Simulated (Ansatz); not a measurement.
Reactions of `F[Si](F)(Cl)I`.

Program: Ansatz. Geometries: PBE0-D4/def2-TZVP. ΔE: electronic, gas phase. CBS: MP2 limit from def2 TZ/QZ plus the TZ coupled-cluster correction, frozen cores. This one scheme is used for every species, atoms too. Functionals use def2-TZVPP. B3LYP here is the variant with VWN-RPA as its local correlation; programs differ in this. Open shells (•) are unrestricted, without spin–orbit coupling. Spin–orbit coupling would lower the free atoms: a little for Cl, F, Si; strongly for I. def2 core potentials past Kr. Bonds to Br, Ge, I are less sure, by a few kJ/mol each and by 10 to 20 or more in all where they break to atoms, as the def2 sets lack core-valence functions. Scalar relativity is left out up to krypton. One conformer a species, not always the lowest.

| reaction | B3LYP-D4 (eV) | MP2/CBS(def2) (eV) | r2SCAN-D4 (eV) | CCSD(T)/CBS(def2) (eV) |
| --- | --- | --- | --- | --- |
| `F[Si](F)(Cl)I` → `ClI` + `F[Si]F` | 3.84 | 4.38 | 4.29 | 4.05 |
| `F[Si](F)(Cl)I` + `[NH2][GeH2][Cl]` → `F[Si](F)(Cl)[NH][GeH2][Cl]` + HI | -0.10 | 0.01 | -0.04 | -0.07 |
| `F[Si](F)(Cl)I` + HCl → `F[Si](Cl)(Cl)I` + H–F | 0.52 | 0.40 | 0.54 | 0.49 |
| `F[Si](F)(Cl)I` → Cl• + 2 F• + I• + Si• | 18.86 | 20.68 | 19.41 | 19.50 |
| `F[Si](F)(Cl)I` → Cl• + `F[Si](F)I`• | 4.68 | 5.23 | 4.81 | 4.99 |
| `F[Si](F)(Cl)I` + HBr → `F[Si](F)(Cl)Br` + HI | -0.13 | -0.09 | -0.14 | -0.13 |
| `F[Si](F)(Cl)I` + H–F → `F[Si](F)(F)I` + HCl | -0.54 | -0.44 | -0.54 | -0.51 |
| `F[Si](F)(Cl)I` → I• + `F[Si](F)Cl`• | 3.49 | 4.01 | 3.55 | 3.81 |
| `F[Si](F)(Cl)I` + SiH₄ → `F[Si](F)([SiH3])Cl` + HI | 0.75 | 0.97 | 0.78 | 0.82 |
| `F[Si](F)(Cl)I` → `FI` + `F[Si]Cl` | 5.18 | 5.87 | 5.61 | 5.48 |

Largest T1 diagnostic: 0.015, for `F[Si]F`.
